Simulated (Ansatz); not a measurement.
Start from `B[SiH2]/C=C/O` and change one atom or group to get `O/C=C/[SiH2]Cl`.

Ansatz, PBE0-D4/def2-TZVP geometries, multiplicity 1. Each molecule was computed in one conformer, which needn't be the lowest.

```json
{"property": "LUMO energy (PBE0/def2-TZVPP) / eV", "`B[SiH2]/C=C/O`": "-0.50"}
{"property": "LUMO energy (ωB97M-V/def2-TZVPP) / eV", "`B[SiH2]/C=C/O`": "1.40"}
{"property": "HOMO energy (PBE/def2-TZVPP) / eV", "`B[SiH2]/C=C/O`": "-5.60"}
{"property": "size of the dipole moment (ωB97M-V/def2-TZVPP) / D", "`B[SiH2]/C=C/O`": "2.70"}
{"property": "size of the dipole moment (PBE/def2-TZVPP) / D", "`B[SiH2]/C=C/O`": "2.70"}
{"property": "HOMO energy (PBE0/def2-TZVPP) / eV", "`B[SiH2]/C=C/O`": "-6.60"}
```

**Question.** Give the same properties after the change, and the shifts. (Estimate.)

**Answer.** Computed: 
```
                                          property  `O/C=C/[SiH2]Cl`  shift
                LUMO energy (PBE0/def2-TZVPP) / eV             -0.33   0.17
             LUMO energy (ωB97M-V/def2-TZVPP) / eV              1.72   0.32
                 HOMO energy (PBE/def2-TZVPP) / eV             -6.16  -0.56
size of the dipole moment (ωB97M-V/def2-TZVPP) / D              3.43   0.73
    size of the dipole moment (PBE/def2-TZVPP) / D              3.46   0.76
                HOMO energy (PBE0/def2-TZVPP) / eV             -7.34  -0.74
```

With PBE0 the HOMO falls by 0.74 eV and the LUMO rises by 0.17 eV, so the gap widens by about 0.91 eV. PBE moves the HOMO by -0.56 eV and ωB97M-V by -0.93 eV. Dipoles are sizes alone; their direction can turn.
